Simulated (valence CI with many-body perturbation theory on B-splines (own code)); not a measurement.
Results of a calculation; reference values are marked as such.
**Ir38+: magnetic and hyperfine properties of the levels**

Level of theory: relativistic CI+MBPT: three valence electrons over a frozen Dirac-Fock core [Kr], a basis of 9 s, 9 p, 10 d, 8 f, 5 g, 3 h, 1 i functions for each j, with the one-electron correlation potential Σ1, the two-electron term Σ2, the three-electron term Σ3, Breit, model QED; selected CI, second order for the rest (own B-spline code, finite nucleus).

The last digits are not significant, and no measured levels were compared; by estimate large intervals hold to a few tenths of a per cent, small ones and those within an open d or f shell to about a per cent. Only levels of the ground parity were solved; by the run's estimate the other parity begins above the list, which can be wrong where configurations are misplaced.

A/g_I is the dipole constant over the nuclear g factor μ/I (μ in nuclear magnetons, uniformly magnetised nucleus), B/Q the quadrupole constant per barn. Both hold the static response of the core; the bare values leave it out. Large factors of s and p1/2 electrons are usually good to 5 to 10 %; those of open d and f shells near neutrality can be off by tens of per cent, and small factors of p3/2, d and f electrons come from cancelling terms and can be off by a factor of two or in sign, in half-filled shells by more. B is blank for J = 1/2, where it vanishes, and for nearly pure S terms. Energies count from the lowest level.

Levels are named by their leading jj configuration (3d3/2^4 stands for four electrons in 3d with j = 3/2), which in mixed levels can hold well under half, so a name can repeat and another be missing. Letters in brackets count levels of one name in rising energy.

```
                    Level  E (eV)      g  A/g_I (MHz)  A/g_I bare  B/Q (MHz/b)  B/Q bare
          (4d3/2^3) J=3/2   0.000  0.704        32300       31200       -19700    -19100
(4d3/2^2 4d5/2) J=5/2 [a]  19.307  1.054        18000       17800       -10500    -10200
    (4d3/2^2 4d5/2) J=3/2  21.789  1.193        14100       14300        -4430     -4270
    (4d3/2^2 4d5/2) J=7/2  23.459  1.050        19500       19300         7440      7140
    (4d3/2^2 4d5/2) J=9/2  23.730  1.045        20200       20000        22700     21900
    (4d3/2^2 4d5/2) J=1/2  23.933  1.844       -15700      -13600                       
(4d3/2^2 4d5/2) J=5/2 [b]  32.697  1.275        11000       11500        33200     32000
(4d3/2 4d5/2^2) J=7/2 [a]  42.406  1.112        14600       14600        -1700     -1660
    (4d3/2 4d5/2^2) J=9/2  44.303  1.138        15100       15200         6550      6240
(4d3/2 4d5/2^2) J=3/2 [a]  46.078  1.124        17000       17000       -20300    -19500
    (4d3/2 4d5/2^2) J=1/2  47.272  1.484        -6590       -5490                       
(4d3/2 4d5/2^2) J=5/2 [a]  47.959  1.271         5220        5700        26200     25300
   (4d3/2 4d5/2^2) J=11/2  48.278  1.086        17200       17100        43100     41600
(4d3/2 4d5/2^2) J=5/2 [b]  51.193  1.100        18200       18100        -9330     -9000
(4d3/2 4d5/2^2) J=7/2 [b]  51.722  1.094        17700       17600         8740      8500
(4d3/2 4d5/2^2) J=3/2 [b]  59.252  0.913        28000       27400        26100     25200
          (4d5/2^3) J=9/2  67.213  1.158        12300       12500         3820      3690
          (4d5/2^3) J=3/2  72.655  1.110        13700       13700         3100      2970
          (4d5/2^3) J=5/2  76.860  1.164        12300       12500         3660      3530
```

(1) Take the isotope of mass number 193, with I = 3/2, μ = 0.163 μN and Q = 0.751 b. What is the hyperfine structure of (4d3/2^2 4d5/2) J=3/2?

Results:

(1) From the table A = 1530 MHz, B = -3320 MHz. Shifts from the centre of gravity in MHz: F = 0: -9890, F = 1: -5040, F = 2: 1340, F = 3: 2610.
